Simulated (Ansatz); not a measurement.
**Energy differences in CrCl**

Program: Ansatz, Gaussian basis, development build. Basis cc-pwCVTZ-DK on Cr, cc-pVTZ-DK on Cl, scalar X2C without spin–orbit coupling, 10 orbitals frozen in the corrections; active space CAS(11,9). Restricted Hartree–Fock, then the lowest state-specific CASSCF solution met for each case. Coupled cluster stands on the determinant that it favours, not always the lowest RHF. Single-reference values can break down or jump between states where bonds are stretched. Unlike active orbitals can shift such differences by tenths of an eV, at times by over 1 eV.

Case A, sextet: bond length 2.1940 Å.

Case B, quartet: the shape of A.

Case C, sextet: bond length 2.5231 Å.

Energy less that of case A, in eV:

```
case  RHF/ROHF  CASSCF  CCSD(T)
   B    +3.330  +0.948   +1.317
   C    +0.213  +0.213   +0.317
```

Give the SC-NEVPT2 energies against case A.

B: +1.181 eV (27.2 kcal/mol); C: +0.422 eV (9.7 kcal/mol).

Which case is lowest, and do the methods agree?

A is lowest in SC-NEVPT2. Of the methods shown, RHF/ROHF, CASSCF, CCSD(T) agree.
